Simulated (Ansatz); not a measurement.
Gas-phase electronic energies from Ansatz, PBE0-D4/def2-TZVP geometries. CCSD(T)/CBS adds triple-zeta CCSD(T) − MP2 to the extrapolated MP2 energy (def2 sets, frozen cores). This one scheme is used for every species, atoms too. Functionals use def2-TZVPP. Open shells (•) are unrestricted, without spin–orbit coupling. Spin–orbit coupling would lower the free atoms: a little for B, C; clearly for Se. For Se outer-core shells are correlated without core-valence functions, so the limit isn't a true one: a few kJ/mol of doubt a bond, and 10 to 20 or more in all where bonds break to atoms. Scalar relativity is left out up to krypton. One conformer a species, not always the lowest.

Consider the atomization: `B[Se]C=C` → B• + 2 C• + 5 H• + Se•.

```csv
level,ΔE (kJ/mol)
BHLYP-D4,3261.7
r2SCAN0,3313.8
CCSD(T)/def2-TZVPP,3261.4
CCSD/CBS(def2),3282.6
```

Task: What does CCSD(T)/CBS give? (An estimate is asked.)

Result: Computed: +3336.8 kJ/mol. The listed levels differ from it by -75.1, -23.0, -75.4, -54.2 kJ/mol.

Largest T1 diagnostic among the species: 0.014.

Leaving LDA and LC-ωPBE aside and taking each functional with its dispersion term where it has one, the values, not all of them listed here, spread over 162.6 kJ/mol, from BHLYP-D4 to PBE-D4. LDA lies +407.7 kJ/mol from PBE without D4, its usual overbinding. The D4 term adds +28.5 kJ/mol with B3LYP and +14.7 kJ/mol with PBE0; it sums over pairs of atoms, weighted by their polarisabilities, and B3LYP, whose exchange is more repulsive, gets the larger term.

B3LYP here is the variant with VWN-RPA as its local correlation; programs differ in this.

For atomizations the MP2-based limit and the directly extrapolated one differ by several kJ/mol either way, and by 10 to 25 for some Ge, Se and Sn compounds, so smaller differences from it don't rank the levels.
